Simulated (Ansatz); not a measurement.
Process, species as SMILES: [Cl][Ge] (Cl-Ge) → Cl atom + Ge atom
B3LYP-D3(BJ)/def2-TZVP geometries, fixed; electronic energies without zero-point terms.
Largest species:
```
Ge
Cl 1 2.1967
```
Charge 0, spin multiplicity 2.

Basis-set convergence of the atomisation energy at MP2 with Ansatz (a program for electronic structure). All functions are spherical. Cores are frozen (with 3d on Ga to Br). Open shells are unrestricted. No added dispersion term, no relativity. Functions are those of the species that has most. Reference: Hartree-Fock in aug-cc-pV(Q+d)Z plus the correlation part extrapolated as X^-3 from aug-cc-pV(T+d)Z and aug-cc-pV(Q+d)Z, 98.10 kcal/mol, itself unsure by roughly 0.61 kcal/mol (a third of the extrapolation step and of the last Hartree-Fock step). Deviations are taken from unrounded values.

```csv
basis,functions,atomisation energy (kcal/mol),minus reference (kcal/mol)
pcseg-1,45,83.30,-14.80
aug-pcseg-1,63,86.48,-11.62
pcseg-2,77,91.52,-6.58
cc-pV(T+d)Z,82,92.60,-5.51
def2-TZVPP,90,93.31,-4.79
def2-TZVPD,100,93.86,-4.24
def2-TZVPPD,105,93.95,-4.15
pcseg-3,132,95.68,-2.42
def2-QZVP,145,95.85,-2.25
def2-QZVPP,159,95.94,-2.16
def2-QZVPPD,174,96.06,-2.04
aug-pcseg-3,182,96.21,-1.89
pcseg-4,216,97.14,-0.96
```
